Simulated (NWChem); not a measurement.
Molecule: CH4Si, singlet; SMILES [SiH]C

```xyz
6

Si     0.0922    -0.7560    -0.0001
H     -1.4378    -0.9187     0.0000
C      0.0323     1.1459    -0.0003
H      1.0239     1.6212    -0.0048
H     -0.5294     1.5014     0.8838
H     -0.5405     1.5052    -0.8754
```
Atoms are numbered in this order, from 1.

Low-valent species are run as closed-shell singlets; no triplet was tried in these runs. Coordinates come from a PBE0/def2-SVP optimisation.

 States above −ε(HOMO) = 6.3 eV lie in this functional's continuum and hang on the basis.

Task: List the 4 lowest vertical singlet excitations from PBE0/def2-SVPD, TDA (NWChem).

Result: 
```json
[
 {"state": "S1", "energy (eV)": "2.59", "oscillator strength": "0.028", "leading excitation (squared amplitude)": "HOMO → LUMO (0.98)"},
 {"state": "S2", "energy (eV)": "4.58", "oscillator strength": "0.001", "leading excitation (squared amplitude)": "HOMO−1 → LUMO (1.00)"},
 {"state": "S3", "energy (eV)": "5.77", "oscillator strength": "0.097", "leading excitation (squared amplitude)": "HOMO → LUMO+1 (0.96)"},
 {"state": "S4", "energy (eV)": "6.51", "oscillator strength": "0.216", "leading excitation (squared amplitude)": "HOMO → LUMO+2 (0.94)"}
]
```
